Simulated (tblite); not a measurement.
Species: C5H10P2.
Atom-mapped SMILES: `[CH3:1][C:2]1=[CH:3][CH2:4][CH2:5][P:6]1[PH2:7]` (hydrogens: H8, H9, H10 on C1; H11 on C3; H12, H13 on C4; H14, H15 on C5; H16, H17 on P7)

Computed geometry: GFN2-xTB, gas phase.

Question: List the bond lengths, angles and torsions at this level.

Answer: 
```csv
bond,length (Å),order
C1–C2,1.491,single
C2=C3,1.329,double
C3–C4,1.496,single
C4–C5,1.530,single
C5–P6,1.865,single
P6–P7,2.183,single
C2–P6,1.838,single
"C1–H8, C1–H9, C1–H10",1.090,single
C3–H11,1.080,single
"C4–H12, C4–H13",1.094,single
"C5–H14, C5–H15",1.093,single
"P7–H16, P7–H17",1.394,single
```

Bonds in one row agree within 0.01 Å and their mean is given. Orders are formal, as drawn. A selection of angles:
```csv
angle,degrees
C2–C1–H8,110.8
C2–C1–H9,110.2
H8–C1–H9,109.1
H9–C1–H10,107.6
C1–C2–C3,126.9
C1–C2–P6,120.4
C3–C2–P6,112.7
C2–C3–C4,117.0
C2–C3–H11,123.4
C4–C3–H11,119.6
C3–C4–C5,107.0
C3–C4–H12,108.7
C3–C4–H13,111.9
C5–C4–H12,109.9
C5–C4–H13,111.5
H12–C4–H13,107.7
C4–C5–P6,107.3
C4–C5–H14,110.4
C4–C5–H15,112.9
P6–C5–H14,107.0
P6–C5–H15,111.2
H14–C5–H15,107.9
C5–P6–P7,98.0
C2–P6–C5,89.2
C2–P6–P7,96.1
P6–P7–H16,92.3
P6–P7–H17,92.7
H16–P7–H17,91.7
```

Torsions: C1–C2–C3–C4 178° (antiperiplanar); C2–C3–C4–C5 20° (synperiplanar); C3–C4–C5–P6 -27° (synperiplanar); C4–C5–P6–P7 -74° (synclinal); C1–C2–P6–C5 168° (antiperiplanar). The mirror-image conformer, all signs reversed, is as good.

P7 (three-coordinate phosphorus) is pyramidal (angles 92.7°, 92.3° and 91.7°, sum 276.6°, 0.87 Å off the plane of its three neighbours). The 2 C–P bonds span 1.838 Å (C2–P6, drawn single) to 1.865 Å (C5–P6, drawn single), a spread of 0.027 Å. The C–C distances run from 1.329 Å (C2=C3, drawn double) to 1.530 Å (C4–C5, drawn single), a spread of 0.201 Å. P6 (three-coordinate phosphorus) is pyramidal (angles 98.0°, 96.1° and 89.2°, sum 283.3°, 1.04 Å off the plane of its three neighbours). The 5-membered ring C2–C3–C4–C5–P6 has internal angles of 89.2° to 117.0°; it is puckered, 0.12 Å rms from its mean plane, widest ring torsion 27°.

Point group: C1 (no symmetry element, even within 0.4 Å). Its GFN2-xTB frequencies are all real (lowest 86 cm⁻¹). One conformer, not necessarily the lowest (C5–P6–P7–H 174° and -95°, C2–C3–C4–C5 20°, C3–C4–C5–P6 -27°, C4–C5–P6–P7 -74°, C1–C2–P6–C5 168°).
